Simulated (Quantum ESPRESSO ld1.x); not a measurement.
The numbers below are computed, except where a source is named.
All-electron atom: Ga I in [Ar] 3d9 4s2 4p2 (not the ground configuration). Code: ld1.x of Quantum ESPRESSO 7.5. Model: Dirac Kohn-Sham, BLYP, spin-unpolarised, spherical densities, point nucleus; open shells fill j = l - 1/2 first.

Normalised radial functions P(r) = r R(r) (large component), r in bohr:

```
   r/bohr * 3s1/2, o 4s1/2 (the largest magnitude, 1.33, reaches the edge; | marks zero, & curves that meet)
 0.004922                             |o  *
 0.007522                             | o  *
   0.0114                             | o    *
  0.01728                             | o     *
   0.0262                             |  o     *
  0.03972                             | o    *
  0.06069                             o*
    0.092                     *     o |
   0.1395              *          o   |
   0.2114                   *      o  |
    0.323                             |  o      *
   0.4897                             |      o                   *
   0.7423                             | o                     *
    1.125                    o        |         *
    1.719              o              | *
    2.607                 o           *
    3.951                        o    *
     5.99                            o*
    9.152                             &
```

3s1/2: eigenvalue -157.41 eV, 2 radial nodes at r = 0.0629, 0.266 bohr, <r> = 0.648 bohr, 90 % of the charge inside 0.969 bohr. 4s1/2: eigenvalue -11.182 eV, 3 radial nodes at r = 0.0626, 0.259, 0.796 bohr, <r> = 2.17 bohr, 90 % of the charge inside 3.28 bohr.
